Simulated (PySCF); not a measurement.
**How methods differ on the excitation energy of As**

As [Ar] 3d10 4s2 4p3 (4S) → As [Ar] 3d10 4s1 4p4 (4P), as a difference of total energies. Computed with PySCF 2.14 in x2c-TZVPPall with one added diffuse shell each of s, p, d type (7s6p5d1f, 57 functions), with scalar relativity by spin-free X2C-1e. Correlated levels: valence: [Ar] 3d10 frozen. The calculations carry no spin-orbit coupling.

```
           method  excitation energy (eV)
              UHF                   8.639
    MP2 (valence)                   8.728
SCS-MP2 (valence)                   8.743
   CCSD (valence)                   8.192
CCSD(T) (valence)                   7.948
```

Question: How much does correlation contribute at CCSD(T) (valence)?

Answer: 7.948 − (8.639) = -0.691 eV, measured against UHF.

A first-order spin-orbit estimate (lowest level to lowest level, LS coupling) adds -0.090 eV.

The coupled-cluster amplitudes are large for the upper state (T1 above 0.03 or a double amplitude above 0.15), so a single reference is strained.
